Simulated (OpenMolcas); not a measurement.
**Ar VII: effect of correlating more closed shells**

```yaml
Program: OpenMolcas
Basis: ANO-RCC-VQZP [6s5p3d2f1g]
Scalar_Hamiltonian: DKH2, point nucleus
Active_space: 2 electrons in 4 orbitals (3s 3p)
State_averaging: 2S+1 = 3 even, 3 roots; 2S+1 = 1 even, 7 roots (6 in the spin-orbit step); 2S+1 = 3 odd, 3 roots; 2S+1 = 1 odd, 3 roots
Spin-orbit_coupling: state interaction with AMFI integrals over the reference wave functions, term energies averaged over their components
```

Methods on the same reference wave functions:
A. CASSCF
B. SS-CASPT2, IPEA 0.25 Eh, imaginary shift 0.1 Eh (closed shells correlated: none)
C. SS-CASPT2, IPEA 0.25 Eh, imaginary shift 0.1 Eh (closed shells correlated: 2s 2p)

Energies in cm-1 above 3s2 1S0, the measured ground level; measured values from Saloman, J. Phys. Chem. Ref. Data 39, 033101 (2010).

```tsv
Level	A	B	C	Measured
3s2 1S0	0.0	0.0	0.0	0.0
3s 3p 3P* 0	112895	112483	112916	113101
3s 3p 3P* 1	113638	113223	113656	113906
3s 3p 3P* 2	115169	114757	115190	115590
3s 3p 1P* 1	187044	174946	174186	170722
```

Deviations, from unrounded energies. A percentage is the sum of absolute deviations over the sum of measured energies, with the sign that they share, or ± where signs differ.

```
           Against measurement  Levels     A     B     C
mean absolute deviation (cm-1)       4  4300  1600  1100
      other configurations (%)       4  ±3.4  ±1.2  ±0.8
```

C lies closest to measurement on these levels and A furthest from it. The largest miss of C in the table is 3s 3p 1P* 1, by +3500 cm-1. The ranking rests on the paired levels alone, and a cruder setting can come out closer through cancelling errors.

Between B and C the level of the table that moves most is 3s 3p 1P* 1, by 760 cm-1 (lowest in C, highest in B).

The lowest spin-free term lies below A's lowest term by 0.006 hartree in B, 0.071 hartree in C.

What an inner shell adds also hangs on whether the basis holds functions to correlate it.

Over all roots computed the reference weight is 0.94 to 1.00 in B, 0.93 to 1.00 in C; the roots of lowest weight are the least certain, and an intruder state may touch them. Computed and measured levels are paired by configuration, term and J; levels that our copy of the source lacks, or whose pairing is in doubt (as where it misses far off the trend of its configuration), stay unpaired and out of the deviations. Only configurations of the active space appear. The table leaves out levels that lie high or whose names do not pair safely across all columns.

* marks odd parity.
